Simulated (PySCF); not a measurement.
1-ethyl-4-methoxybenzene (C9H12O), SMILES CCc1ccc(OC)cc1.

Geometry: B3LYP-D3(BJ)/def2-SVP. The values are those of a single conformer.

Level of theory: B3LYP-D3(BJ)/def2-SVP (PySCF 2.14.0).

Harmonic, unscaled wavenumbers; measured fundamentals usually lie a few per cent lower.

Q: Estimate the vibrational spectrum. (An estimate is asked for; the answer gives what the named calculation found.)

A: 
| mode | ν (cm⁻¹) | IR (km/mol) | moving atoms (share of kinetic energy) |
|---|---|---|---|
| 1 | 39 | 0.3 | C 64 %, H 35 % |
| 2 | 75 | 2.0 | C 74 %, H 26 % |
| 3 | 121 | 1.4 | C 43 %, O 36 %, H 21 % |
| 4 | 208 | 0.8 | H 62 %, C 37 % |
| 5 | 217 | 0.5 | H 46 %, C 45 %, O 9 % |
| 6 | 254 | 1.1 | H 59 %, C 40 % |
| 7 | 271 | 0.7 | H 66 %, C 24 %, O 10 % |
| 8 | 359 | 0.7 | C 56 %, H 39 % |
| 9 | 397 | 1.7 | C 71 %, H 17 %, O 12 % |
| 10 | 431 | 0.1 | C 72 %, H 28 % |
| 11 | 450 | 0.5 | C 71 %, H 19 %, O 11 % |
| 12 | 529 | 6.2 | C 55 %, H 23 %, O 22 % |
| 13 | 565 | 12.3 | C 55 %, H 38 % |
| 14 | 653 | 0.2 | C 92 % |
| 15 | 720 | 11.5 | C 60 %, H 21 %, O 19 % |
| 16 | 753 | 1.4 | C 73 %, H 26 % |
| 17 | 791 | 0.9 | H 85 %, C 15 % |
| 18 | 832 | 4.6 | H 76 %, C 23 % |
| 19 | 840 | 3.7 | C 77 %, H 14 %, O 9 % |
| 20 | 858 | 36.2 | H 57 %, C 42 % |
| 21 | 966 | 0.3 | H 71 %, C 29 % |
| 22 | 980 | 2.1 | C 59 %, H 41 % |
| 23 | 989 | 0.1 | H 72 %, C 28 % |
| 24 | 1024 | 0.1 | C 64 %, H 36 % |
| 25 | 1061 | 1.3 | H 66 %, C 33 % |
| 26 | 1081 | 10.8 | C 55 %, H 45 % |
| 27 | 1098 | 49.4 | C 53 %, O 35 %, H 12 % |
| 28 | 1130 | 8.6 | H 81 %, C 19 % |
| 29 | 1173 | 0.8 | H 76 %, C 19 % |
| 30 | 1187 | 15.2 | H 88 %, C 11 % |
| 31 | 1204 | 3.8 | H 70 %, C 25 % |
| 32 | 1232 | 2.8 | C 59 %, H 41 % |
| 33 | 1263 | 1.7 | H 75 %, C 24 % |
| 34 | 1309 | 258.3 | C 58 %, O 25 %, H 16 % |
| 35 | 1324 | 14.2 | H 73 %, C 25 % |
| 36 | 1350 | 6.4 | H 58 %, C 42 % |
| 37 | 1377 | 42.0 | C 84 %, H 13 % |
| 38 | 1394 | 1.2 | H 79 %, C 21 % |
| 39 | 1458 | 3.1 | C 66 %, H 33 % |
| 40 | 1462 | 0.8 | H 92 %, C 8 % |
| 41 | 1466 | 6.2 | H 97 % |
| 42 | 1467 | 7.0 | H 97 % |
| 43 | 1469 | 11.1 | H 80 %, C 18 % |
| 44 | 1483 | 17.3 | H 92 % |
| 45 | 1484 | 22.3 | H 92 % |
| 46 | 1557 | 147.1 | C 68 %, H 29 % |
| 47 | 1634 | 11.3 | C 93 % |
| 48 | 1680 | 57.0 | C 92 % |
| 49 | 2993 | 62.9 | H 97 % |
| 50 | 3025 | 31.3 | H 97 % |
| 51 | 3031 | 32.0 | H 94 % |
| 52 | 3062 | 40.1 | H 90 %, C 10 % |
| 53 | 3073 | 8.7 | H 90 %, C 10 % |
| 54 | 3109 | 40.4 | H 90 %, C 10 % |
| 55 | 3112 | 27.5 | H 90 %, C 10 % |
| 56 | 3139 | 21.7 | H 91 %, C 9 % |
| 57 | 3166 | 13.5 | H 92 %, C 8 % |
| 58 | 3167 | 12.8 | H 92 %, C 8 % |
| 59 | 3201 | 4.8 | H 91 %, C 9 % |
| 60 | 3214 | 7.9 | H 92 %, C 8 % |
